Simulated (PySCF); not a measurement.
## Electronic structure of Ru⁺ (ruthenium, charge +1) at the LDA level

Configuration: [Kr] 4d7, high-spin 4F determinant. Computed with PySCF 2.14 in cc-pVDZ-PP with ECP28MDF, with a scalar-relativistic core potential.

```json
{"Total energy": "-93.9900 hartree", "One-electron energy": "-159.8951 hartree", "Hartree (Coulomb) energy": "75.6001 hartree", "Exchange-correlation energy": "-9.6950 hartree", "⟨S²⟩": "3.7514", "⟨L²⟩": "12.007", "Sum of ⟨r⟩": "20.64 bohr", "Sum of ⟨r²⟩": "34.74 bohr²", "Time after the integrals": "0.38 s of wall time on 1 thread of Neoverse-N1 (shared host)"}
```

```
shell  electrons  mean orbital energy (eV)  spread (eV)  rms radius, mean of both spins (bohr)
 4s α          1                   -85.108            0                                   1.09
 4s β          1                   -83.004            0                                   1.09
 4p α          3                   -55.042            0                                   1.22
 4p β          3                   -52.917            0                                   1.22
 4d α          5                   -13.490        0.639                                   1.83
 4d β          2                   -11.786            0                                   1.83
```

Energies and moments cover only the electrons outside the core potential.
